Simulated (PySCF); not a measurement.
Yb⁵²⁺: ionisation energy

Yb⁵²⁺ [Ar] → Yb⁵³⁺ [Ne] 3s2 3p5 [3p1/2^2 3p3/2^3, M_J = 3/2], as a difference of total energies. All numbers are calculated (PySCF 2.14, the two-component X2C-1e Hamiltonian, in an even-tempered Gaussian basis (18 s from 14 bohr⁻², ratio 2.4; 14 p from 18 bohr⁻², ratio 2.4; 4 d from 69 bohr⁻², ratio 2.6; 4 f from 100 bohr⁻², ratio 2.6)). Correlated levels: 1s2 frozen; the 48 highest virtual spinors dropped. "Screened" scales the spin-orbit matrix elements by Boettger's factors to mimic the two-electron term; Breit and QED terms are absent.

```json
{"method": "GHF (spin-free)", "ionisation energy (eV)": "5071.4"}
{"method": "GMP2 (spin-free)", "ionisation energy (eV)": "5072.4"}
{"method": "GHF (screened spin-orbit)", "ionisation energy (eV)": "4991.2"}
{"method": "GMP2 (screened spin-orbit)", "ionisation energy (eV)": "4992.2"}
```

Breit and QED terms and the two-electron picture change are absent.

The spin-free rows lack the spin-orbit shift.

For comparison: 4988 ± 4 eV (theoretical estimate listed by NIST; NIST Atomic Spectra Database, ionization energies).
